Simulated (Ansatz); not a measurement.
BH6NSeSi, relaxed with RKS PBE-D4/def2-SVP in Ansatz 0.2.0 from a rough embedded geometry. The force threshold is 0.03 eV/Å; the program also tests the step.

Total charge 0; spin multiplicity 1. The bonds changed during the relaxation, so this is another structure than the one it started from.

Start:

```xyz
10

B     0.954    1.014   -0.769
Si   -0.068   -0.355   -0.003
N    -0.406    0.078    1.698
Se   -2.054   -0.630   -1.171
H     0.438    2.076   -1.065
H     2.141    1.130   -0.487
H     0.667   -1.654   -0.074
H    -0.966   -0.791    2.073
H     0.540    0.030    2.220
H    -1.245   -0.897   -2.424
```

```tsv
step	energy (eV)	largest force (eV/Å)	largest move (Å)
1	-75461.6380	3.057	0.000
2	-75462.0649	1.127	0.195
3	-75462.2042	0.540	0.200
4	-75462.2423	0.450	0.111
5	-75462.2747	0.182	0.200
6	-75462.2894	0.348	0.141
7	-75462.2901	0.553	0.199
8	-75462.2965	0.334	0.200
9	-75462.3413	0.438	0.200
10	-75462.3661	0.635	0.199
11	-75462.4074	0.722	0.195
12	-75462.4452	0.692	0.195
13	-75462.5303	0.746	0.196
14	-75462.6255	0.617	0.195
15	-75462.7628	0.353	0.196
16	-75462.8495	0.432	0.198
17	-75463.0343	0.510	0.191
18	-75463.0542	1.014	0.195
19	-75463.1150	0.690	0.199
20	-75463.1497	0.711	0.191
21 (rejected)	-75463.1431	0.831	0.200
22	-75463.1863	0.098	0.065
23 (rejected)	-75463.1822	0.145	0.075
24	-75463.1883	0.028	0.029
```

End:

```xyz
10

B     0.701    0.963   -0.915
Si    0.310   -0.501    0.321
N    -0.247   -0.328    1.937
Se   -1.258    0.257   -1.547
H     0.491    2.070   -0.441
H     1.533    0.835   -1.791
H     0.393   -1.977    0.054
H    -0.787   -1.047    2.422
H    -0.339    0.592    2.371
H    -0.797   -0.862   -2.411
```

It took 32 s on 4 threads of an Arm Neoverse V1 on a shared host, with 0.16 GiB of host memory at the peak.
